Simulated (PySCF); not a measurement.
## How the method changes the constants of AgC

State: ⁴Σ⁻ (quartet), unpaired electrons σ ↑, π ↑↑. Set-up: PySCF, spin-free X2C with a Gaussian nucleus, basis sets Ag x2c-TZVPPall, C x2c-TZVPPall. De refers to Ag (4d10 5s1) + C in their high-spin ground configurations, without counterpoise correction. The functionals are run spin-unrestricted. A positive dipole means Ag(−)C(+).

```csv
Level,Re (Å),ωe (cm⁻¹),De (eV),μ (D)
UHF,2.154,453,n/a,-5.85
UHF-MP2,1.986,518,n/a,n/a
UHF-SCS-MP2,2.021,496,n/a,n/a
UHF-CCSD,2.042,481,1.41,n/a
UHF-CCSD(T),2.019,490,1.55,n/a
PBE,1.986,506,1.99,-3.45
revPBE,2.008,483,1.78,-3.53
BLYP,2.014,473,1.63,-3.30
BP86,1.986,504,1.90,-3.41
r²SCAN,1.991,510,1.97,-3.66
r²SCANh,2.002,503,1.87,-3.85
PBE0,2.018,488,1.75,-4.02
LC-ωPBE,2.022,508,1.78,-4.83
```

**Question.** Which functional lies closest to UHF-CCSD(T) in De, which farthest, and by how much do they differ from it?

**Answer.** Closest is BLYP (-0.5 pm in Re, -3.5 % in ωe, +0.08 eV in De against UHF-CCSD(T) in the same basis), farthest PBE (-3.3 pm in Re, +3.3 % in ωe, +0.44 eV in De). CCSD(T) converges more slowly with the basis than the functionals do and binds too weakly in this one, so the order can change at the basis-set limit.

**Question.** What does second-order correlation do here, going from UHF to UHF-MP2?

**Answer.** UHF-MP2 less UHF: -16.8 pm in Re, +14.3 % in ωe. Correlation nearly always deepens the well. The bond shortens, as in weak, metallic or heavy-atom bonds, where dispersion and the correlation of outer-core electrons pull the atoms together.

**Question.** What does the triples do here, going from UHF-CCSD to UHF-CCSD(T)?

**Answer.** UHF-CCSD(T) less UHF-CCSD: -2.3 pm in Re, +1.9 % in ωe, +0.14 eV in De. Correlation nearly always deepens the well. The bond shortens, as in weak, metallic or heavy-atom bonds, where dispersion and the correlation of outer-core electrons pull the atoms together.

Correlated steps freeze 15 core orbitals. These are scalar-relativistic numbers at best; spin–orbit coupling would shift them, the dissociation energy most. Counting both spins, an empty level lies below a filled one in some of these solutions, because spin and occupation are held. With d or f electrons several states lie close, and the lowest PBE0 determinant need not be the measured ground state.

The whole job (state search and all levels along the bond) took about 28 min on 2 threads of Arm Neoverse V2 (shared host), peak memory 5.2 GiB.
